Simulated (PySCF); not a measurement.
# Radial density of Cl⁹⁺ (chlorine, charge +9)

UHF, [He] 2s2 2p4, high-spin 3P determinant. Computed with PySCF 2.14 in an uncontracted even-tempered set (21 s from 0.72 bohr⁻², ratio 2.2; 12 p from 0.94 bohr⁻², ratio 2.2; 6 d from 7.4 bohr⁻², ratio 2.4; 5 f from 11 bohr⁻², ratio 2.4; 5 g from 17 bohr⁻², ratio 2.4), with the spin-free X2C one-electron Hamiltonian (Gaussian nucleus).

```json
{"r (bohr)": "0.00161", "4πr²ρ (e/bohr)": "0.1189", "4πr²(ρα − ρβ)": "0.0000"}
{"r (bohr)": "0.00271", "4πr²ρ (e/bohr)": "0.3126", "4πr²(ρα − ρβ)": "0.0000"}
{"r (bohr)": "0.00455", "4πr²ρ (e/bohr)": "0.8030", "4πr²(ρα − ρβ)": "0.0001"}
{"r (bohr)": "0.00766", "4πr²ρ (e/bohr)": "1.984", "4πr²(ρα − ρβ)": "0.0004"}
{"r (bohr)": "0.0129", "4πr²ρ (e/bohr)": "4.585", "4πr²(ρα − ρβ)": "0.0019"}
{"r (bohr)": "0.0217", "4πr²ρ (e/bohr)": "9.437", "4πr²(ρα − ρβ)": "0.0103"}
{"r (bohr)": "0.0364", "4πr²ρ (e/bohr)": "15.97", "4πr²(ρα − ρβ)": "0.0586"}
{"r (bohr)": "0.0613", "4πr²ρ (e/bohr)": "19.54", "4πr²(ρα − ρβ)": "0.3032"}
{"r (bohr)": "0.103", "4πr²ρ (e/bohr)": "15.11", "4πr²(ρα − ρβ)": "1.2490"}
{"r (bohr)": "0.173", "4πr²ρ (e/bohr)": "11.25", "4πr²(ρα − ρβ)": "3.4912"}
{"r (bohr)": "0.292", "4πr²ρ (e/bohr)": "15.14", "4πr²(ρα − ρβ)": "5.1851"}
{"r (bohr)": "0.490", "4πr²ρ (e/bohr)": "9.262", "4πr²(ρα − ρβ)": "2.7521"}
{"r (bohr)": "0.825", "4πr²ρ (e/bohr)": "1.028", "4πr²(ρα − ρβ)": "0.2756"}
{"r (bohr)": "1.39", "4πr²ρ (e/bohr)": "0.007536", "4πr²(ρα − ρβ)": "0.0019"}
```

Densities and radii are taken from the X2C orbitals without a picture-change correction, which distorts them close to the nucleus.
